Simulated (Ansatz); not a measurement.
CH$_{5}$AlO$_{2}$Si. Total charge 0; spin multiplicity 1. The bonds changed during the relaxation, so this is another structure than the one it started from.

```xyz
10

O    -1.056   -0.218   -1.004
C    -0.901   -0.098    0.552
Si    0.156    1.457    0.788
Al    0.762   -0.430   -0.417
O     1.568   -1.728   -1.143
H    -1.470   -1.074   -1.173
H    -1.846   -0.364    1.013
H    -0.344    2.841    0.512
H     0.627    1.378    2.197
H     2.504   -1.765   -1.327
```

Problem. List the harmonic frequencies (cm⁻¹, unscaled) at PBE0-D4/def2-TZVP in Ansatz. (Estimate.)

Solution. Computed: 103, 163, 179, 243, 352, 400, 431, 467, 578, 610, 645, 702, 736, 768, 800, 904, 951, 1068, 1210, 2154, 2219, 3176, 3807, 3981.

Problem. Is this a minimum?

Solution. Yes, all 24 modes are real.

Problem. Give the ideal-gas thermochemistry at 298.15 K and 1 bar (rigid rotor, harmonic oscillator; point group C1, symmetry number 1).

Solution. Zero-point energy 159.4 kJ/mol; H(298) − E = 181.4 kJ/mol; entropy 348.2 J/(mol·K), of which translation 166.8, rotation 112.7, vibration 68.7; G(298) − E = 77.6 kJ/mol.
